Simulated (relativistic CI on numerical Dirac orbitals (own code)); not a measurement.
**Energy levels of Tl⁷²⁺**

Computed by Dirac-Coulomb-Breit CI, separate exchange-only KLI orbitals for each configuration, model QED, unscaled Slater integrals (own radial code, finite nucleus).

Configurations in the expansion (outside the closed core 1s2): 2s²2p⁵, 2s2p⁶, 2s²2p⁴3s, 2p⁶3s, 2p⁶3p, 2s²2p⁴3p, 2p⁶3d, 2s²2p⁴3d, 2s2p⁵3s, 2s2p⁵3p, 2s2p⁵3d, 2s²2p⁴4s, 2s²2p⁴4p, 2s²2p⁴4d, 2s²2p⁴4f, 2s²2p³3s². Levels of other configurations are missing.

The lowest level is 2s²2p⁵ ²P°3/2, with 100 % of that term; Hund's rules for 2s²2p⁵ give ²P° with J = 3/2, in agreement.

| No. | Configuration | Term | J | E (Ry) | % | Next component (%) | Landé g | jj configuration (%) |
| --- | --- | --- | --- | --- | --- | --- | --- | --- |
| 1 | 2s²2p⁵ | ²P° | 3/2 | 0.000 | 100 |  | 1.291 | 2p3/2^3 (100) |
| 2 | 2s²2p⁵ | ²P° | 1/2 | 155.746 | 100 |  | 0.605 | 2p1/2 2p3/2^4 (100) |
| 3 | 2s2p⁶ | ²S | 1/2 | 196.463 | 100 |  | 1.942 | 2s (100) |
| 4 | 2s²2p⁴3s | ⁴P | 5/2 | 746.735 | 68 | 32 ²D | 1.432 | 2p3/2^2 3s (100) |
| 5 | 2s²2p⁴3s | ²P | 3/2 | 747.656 | 56 | 33 ²D | 1.158 | 2p3/2^2 3s (100) |
| 6 | 2s²2p⁴3s | ²S | 1/2 | 752.236 | 65 | 23 ⁴P | 1.981 | 2p3/2^2 3s (100) |
| 7 | 2s²2p⁴3p | ⁴P° | 3/2 | 758.387 | 31 | 26 ²P° | 1.429 | 2p3/2^2 3p1/2 (100) |
| 8 | 2s²2p⁴3p | ²D° | 5/2 | 758.494 | 37 | 26 ⁴D° | 1.167 | 2p3/2^2 3p1/2 (100) |
| 9 | 2s²2p⁴3p | ²P° | 1/2 | 763.566 | 73 | 19 ⁴D° | 0.642 | 2p3/2^2 3p1/2 (100) |
| 10 | 2s²2p⁴3p | ⁴D° | 7/2 | 802.346 | 68 | 32 ²F° | 1.304 | 2p3/2^2 3p3/2 (100) |
| 11 | 2s²2p⁴3p | ²D° | 5/2 | 802.365 | 51 | 40 ⁴P° | 1.302 | 2p3/2^2 3p3/2 (100) |
| 12 | 2s²2p⁴3p | ²P° | 1/2 | 802.444 | 51 | 37 ²S° | 1.268 | 2p3/2^2 3p3/2 (100) |
| 13 | 2s²2p⁴3p | ²P° | 3/2 | 806.503 | 48 | 29 ²D° | 1.302 | 2p3/2^2 3p3/2 (100) |
| 14 | 2s²2p⁴3p | ²P° | 3/2 | 808.690 | 70 | 12 ⁴D° | 1.311 | 2p3/2^2 3p3/2 (100) |
| 15 | 2s²2p⁴3d | ⁴D | 3/2 | 814.442 | 32 | 31 ²D | 1.172 | 2p3/2^2 3d3/2 (100) |
| 16 | 2s²2p⁴3d | ²F | 7/2 | 814.593 | 38 | 29 ²G | 1.078 | 2p3/2^2 3d3/2 (100) |
| 17 | 2s²2p⁴3d | ⁴D | 5/2 | 814.606 | 33 | 27 ²F | 1.131 | 2p3/2^2 3d3/2 (99) |
| 18 | 2s²2p⁴3d | ⁴P | 1/2 | 814.918 | 52 | 26 ²P | 1.707 | 2p3/2^2 3d3/2 (99) |
| 19 | 2s²2p⁴3d | ²D | 3/2 | 819.815 | 70 | 17 ⁴F | 0.806 | 2p3/2^2 3d3/2 (99) |
| 20 | 2s²2p⁴3d | ²F | 7/2 | 824.471 | 50 | 40 ⁴D | 1.227 | 2p3/2^2 3d5/2 (100) |
| 21 | 2s²2p⁴3d | ⁴F | 9/2 | 824.499 | 68 | 32 ²G | 1.233 | 2p3/2^2 3d5/2 (100) |
| 22 | 2s²2p⁴3d | ²P | 1/2 | 825.684 | 63 | 22 ²S | 1.137 | 2p3/2^2 3d5/2 (99) |
| 23 | 2s²2p⁴3d | ²D | 5/2 | 827.681 | 52 | 20 ²F | 1.198 | 2p3/2^2 3d5/2 (99) |
| 24 | 2s²2p⁴3d | ²P | 3/2 | 827.756 | 48 | 31 ²D | 1.192 | 2p3/2^2 3d5/2 (98) |
| 25 | 2s²2p⁴3d | ²D | 5/2 | 830.833 | 70 | 10 ⁴D | 1.182 | 2p3/2^2 3d5/2 (100) |
| 26 | 2s²2p⁴3s | ⁴P | 3/2 | 903.353 | 88 | 11 ²P | 1.643 | 2p1/2 2p3/2^3 3s (100) |
| 27 | 2s²2p⁴3s | ²P | 1/2 | 904.165 | 66 | 33 ⁴P | 1.292 | 2p1/2 2p3/2^3 3s (100) |
| 28 | 2s²2p⁴3s | ²D | 5/2 | 904.832 | 68 | 32 ⁴P | 1.286 | 2p1/2 2p3/2^3 3s (100) |
| 29 | 2s²2p⁴3s | ²D | 3/2 | 905.386 | 66 | 33 ²P | 0.933 | 2p1/2 2p3/2^3 3s (100) |
| 30 | 2s²2p⁴3p | ⁴P° | 1/2 | 914.534 | 51 | 27 ⁴D° | 1.752 | 2p1/2 2p3/2^3 3p1/2 (100) |
| 31 | 2s²2p⁴3p | ⁴D° | 3/2 | 915.001 | 54 | 22 ²D° | 1.123 | 2p1/2 2p3/2^3 3p1/2 (100) |
| 32 | 2s²2p⁴3p | ²F° | 5/2 | 915.999 | 52 | 30 ²D° | 1.020 | 2p1/2 2p3/2^3 3p1/2 (100) |
| 33 | 2s²2p⁴3p | ²P° | 3/2 | 919.744 | 47 | 25 ²D° | 1.284 | 2p1/2 2p3/2^3 3p1/2 (100) |
| 34 | 2s2p⁵3s | ⁴P° | 5/2 | 938.217 | 99 |  | 1.556 | 2s 2p3/2^3 3s (99) |
| 35 | 2s2p⁵3s | ²P° | 3/2 | 940.584 | 72 | 27 ⁴P° | 1.389 | 2s 2p3/2^3 3s (99) |
| 36 | 2s2p⁵3s | ²P° | 1/2 | 946.045 | 87 | 12 ⁴P° | 0.874 | 2s 2p3/2^3 3s (98) |
| 37 | 2s2p⁵3s | ²P° | 3/2 | 946.840 | 80 | 19 ⁴P° | 1.379 | 2s 2p3/2^3 3s (99) |
| 38 | 2s2p⁵3p | ⁴P | 3/2 | 950.343 | 44 | 29 ⁴S | 1.626 | 2s 2p3/2^3 3p1/2 (100) |
| 39 | 2s2p⁵3p | ²D | 5/2 | 950.385 | 44 | 39 ⁴D | 1.291 | 2s 2p3/2^3 3p1/2 (100) |
| 40 | 2s2p⁵3p | ²P | 1/2 | 957.412 | 41 | 30 ²S | 1.328 | 2s 2p3/2^3 3p1/2 (99) |
| 41 | 2s2p⁵3p | ²D | 3/2 | 957.526 | 58 | 21 ⁴D | 0.975 | 2s 2p3/2^3 3p1/2 (99) |
| 42 | 2s²2p⁴3p | ⁴D° | 5/2 | 958.948 | 55 | 30 ⁴P° | 1.392 | 2p1/2 2p3/2^3 3p3/2 (99) |
| 43 | 2s²2p⁴3p | ²P° | 1/2 | 959.381 | 38 | 28 ⁴P° | 1.502 | 2p1/2 2p3/2^3 3p3/2 (99) |
| 44 | 2s²2p⁴3p | ²D° | 3/2 | 959.444 | 53 | 24 ⁴P° | 1.199 | 2p1/2 2p3/2^3 3p3/2 (100) |
| 45 | 2s²2p⁴3p | ²F° | 7/2 | 960.167 | 68 | 32 ⁴D° | 1.201 | 2p1/2 2p3/2^3 3p3/2 (100) |

Energies count from the lowest computed level; ° marks odd parity. Filled j subshells are mostly left out of the jj labels.

The mean weight of the leading LS term, summed over parents, in these 45 levels is 61 %, and that of the leading jj configuration (from the same eigenvectors) 100 %, so jj coupling describes them better and the LS labels are nominal.

At this charge energies of transitions that change n are usually good to better than 1 %, and those within a shell (Δn = 0) to a few per cent.

LS names give the leading component of a level, which can be under half, so a name can repeat, a term be missing and a line seem to break the LS rules.
